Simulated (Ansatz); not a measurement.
Reactions of C₂H₆BInO, SMILES `BC(=C)[O][InH2]`.

Gas-phase electronic energies from Ansatz, PBE0-D4/def2-TZVP geometries. CBS: MP2 limit from def2 TZ/QZ plus the TZ coupled-cluster correction, frozen cores. This one scheme is used for every species, atoms too. For atomizations the MP2-based limit and the directly extrapolated one differ by several kJ/mol either way, and by 10 to 25 for some Ge, Se and Sn compounds, so smaller differences from it don't rank the levels. Open shells (•) are unrestricted, without spin–orbit coupling. Spin–orbit coupling would lower the free atoms: a little for B, C, O; strongly for In. Elements past krypton have def2 core potentials. Bonds to Ge, In, Se are less sure, by a few kJ/mol each and by 10 to 20 or more in all where they break to atoms, as the def2 sets lack core-valence functions. Scalar relativity is left out up to krypton. Each species was taken in one conformer, which may not be the lowest.

Order these by ΔE at CCSD(T)/CBS, lowest first. (Best estimate.)
A. `BC(=C)[O][InH2]` + H₂S → `BC(=C)S` + `[OH][InH2]`
B. `BC(=C)[O][InH2]` + `[SH][GeH3]` → `B[S][GeH3]` + `C=C[O][InH2]`
C. `BC(=C)[O][InH2]` + `C[NH][GeH3]` → `C[N]([GeH3])[InH2]` + `BC(=C)O`
D. `BC(=C)[O][InH2]` + `CC(N)O` → `BNC(C)O` + `C=C[O][InH2]`
E. `BC(=C)[O][InH2]` + `CBCl` → `C[B](Cl)[InH2]` + `BC(=C)O`
F. `BC(=C)[O][InH2]` + `CC[SeH]` → `BC(C)[SeH]` + `C=C[O][InH2]`
G. `BC(=C)[O][InH2]` → B• + 2 C• + 6 H• + In• + O•
H. `BC(=C)[O][InH2]` + `[SiH3]N[SiH3]` → `[SiH3][N]([SiH3])[InH2]` + `BC(=C)O`

D (-133.8 kJ/mol), B (-77.3 kJ/mol), A (-20.6 kJ/mol), H (-5.0 kJ/mol), C (+5.6 kJ/mol), F (+19.9 kJ/mol), E (+58.1 kJ/mol), G (+3828.5 kJ/mol).

Largest T1 diagnostic: 0.017, for `[OH][InH2]`.
